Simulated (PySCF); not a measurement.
**Dipole moment and polarisability of `C1CC1[Si](C1CC1)(C1CC1)C1CC1`**

Species: C12H20Si.
Geometry (PBE0-D3(BJ)/def2-SVP, Å), atoms numbered from 1 in this order:
```xyz
33
C12H20Si angstrom
C     -0.0913    2.2343    0.5303
C     -1.3698    1.4852    0.6957
C     -0.4810    1.1895   -0.4910
Si     0.4553   -0.4303   -0.6129
C      0.9368   -1.0031    1.1042
C      2.1605   -1.8639    1.3182
C      2.1542   -0.4570    1.8138
C      2.0019   -0.1813   -1.6399
C      2.0288    0.8101   -2.7787
C      2.8211    1.0854   -1.5446
C     -0.6362   -1.7259   -1.4055
C     -2.1230   -1.7569   -1.1395
C     -1.6219   -1.3753   -2.4932
H      0.7278    2.0033    1.2172
H     -0.1419    3.2850    0.2313
H     -2.3085    2.0148    0.5106
H     -1.4308    0.7438    1.4981
H     -0.8470    1.5986   -1.4406
H      0.0927   -1.2529    1.7585
H      2.7898   -2.1022    0.4554
H      2.0928   -2.6720    2.0517
H      2.0863   -0.2882    2.8921
H      2.7752    0.2722    1.2850
H      2.5847   -1.0922   -1.8246
H      2.5671    0.5275   -3.6875
H      1.1374    1.4167   -2.9646
H      2.4694    1.8787   -0.8784
H      3.9098    0.9971   -1.5977
H     -0.1669   -2.7119   -1.5096
H     -2.5516   -0.9704   -0.5107
H     -2.6031   -2.7323   -1.0217
H     -1.7110   -0.3290   -2.8011
H     -1.7518   -2.0869   -3.3132
```

Level: CAM-B3LYP/def2-SVPD (PySCF), static field, nuclei fixed, core orbitals frozen in the response. The polarisability tensor in these axes (au):

```
x   157.28   3.49   3.90
y     3.49 147.09   0.75
z     3.90   0.75 151.21
```

What are the eigenvalues, a third of the trace, and Δα (Δα² = ½Σ(αi − αj)² over the three pairs)?

Principal values 145.96, 149.51 and 160.11 au; mean 151.86 au = 22.50 Å³ = 25.04 × 10⁻⁴⁰ C²·m²/J; Δα = 12.75 au (8 % of the mean).

What is the dipole moment?

0.07 D at this geometry.

Estimate the molar refractivity from the static electronic polarisability.

Lorentz–Lorenz: R = (4π/3)N_A α = 2.5225 cm³/(mol·Å³) × 22.50 Å³ = 56.8 cm³/mol, in the limit of long wavelengths.

In TDDFT the mean static polarisability is Σ f/ω² over all singlet excitations (ω in hartree). How much of it do the 10 lowest give? Their energies (eV) and oscillator strengths: 7.71, 0.0018; 7.75, 0.0019; 7.78, 0.0064; 7.84, 0.0056; 7.85, 0.0037; 7.91, 0.0024; 7.97, 0.0053; 7.99, 0.0034; 8.05, 0.0089; 8.08, 0.0143.

They add up to 0.63 au, 0.4 % of the 151.86 au; the largest single term is 0.16 au, from the state at 8.08 eV. Terms in order: 0.02, 0.02, 0.08, 0.07, 0.04, 0.03, 0.06, 0.04, 0.10, 0.16 au. Higher excitations give the rest. The strengths listed sum to 0.054.

Refractivity n − 1 of an ideal gas of it at 500 K and 1 atm, from the electronic α?

N = p/kT = 1.4678 × 10¹⁹ cm⁻³, so n − 1 = 2π × N × 22.50 × 10⁻²⁴ cm³ = 2075 × 10⁻⁶ at long wavelengths.

What depolarisation ratio follows for Rayleigh scattering of linearly polarised light, taking the static tensor?

ρ = 3Δα²/(45ᾱ² + 4Δα²) = 487.4/(1037791 + 649.9) = 0.000469.

Geometry: PBE0-D3(BJ)/def2-SVP, one conformer, isolated molecule.

The run behind these numbers computed excited states as well. Time: 2.0 min wall, 4.3 min CPU; peak memory 3.5 GiB. Hardware: an AMD EPYC 9R45 with 2 threads, shared host with 96 logical CPUs at a one-minute load of 20.
